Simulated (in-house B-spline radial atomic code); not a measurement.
# Ca III (Ca2+): [Ne] 3s2 (3p1/2)1 (3p3/2)4 4s1 (with a hole in an inner shell)

Method: Dirac-Kohn-Sham B3LYP, spherical fractional occupations, Fermi nucleus of rms radius 3.4776 fm. Calculated with a B-spline radial code for spherical atoms.

Z_r = [3n² - l(l+1)]/(2<r>); Z_e = n√(-2ε); the last column is Slater's effective charge. Values are occupation-weighted means over j.

```json
{"shell": "1s", "electrons": "2", "ε (eV)": "-4003.9", "<r> (bohr)": "0.07684", "Z_r": "19.52", "Z_e": "17.15", "Slater": "19.70"}
{"shell": "2s", "electrons": "2", "ε (eV)": "-449.84", "<r> (bohr)": "0.3635", "Z_r": "16.51", "Z_e": "11.50", "Slater": "15.85"}
{"shell": "2p", "electrons": "6", "ε (eV)": "-368.38", "<r> (bohr)": "0.3271", "Z_r": "15.29", "Z_e": "10.41", "Slater": "15.85"}
{"shell": "3s", "electrons": "2", "ε (eV)": "-72.682", "<r> (bohr)": "1.127", "Z_r": "11.98", "Z_e": "6.93", "Slater": "9.10"}
{"shell": "3p", "electrons": "5", "ε (eV)": "-51.76", "<r> (bohr)": "1.218", "Z_r": "10.26", "Z_e": "5.85", "Slater": "9.10"}
{"shell": "4s", "electrons": "1", "ε (eV)": "-17.417", "<r> (bohr)": "3.085", "Z_r": "7.78", "Z_e": "4.53", "Slater": "4.05"}
```

The least bound orbital is 4s1/2 at -17.42 eV, and it is also the most diffuse (<r> = 3.085 bohr).

For the 1s electron the small component carries 0.511 % of the norm, the zero-frequency Breit interaction raises the level by 3.594 eV, self-energy by 1.669 eV, and vacuum polarisation lowers it by 0.1234 eV.

Caution: exact exchange at fractional occupations of open shells leaves self-interaction of up to several eV.
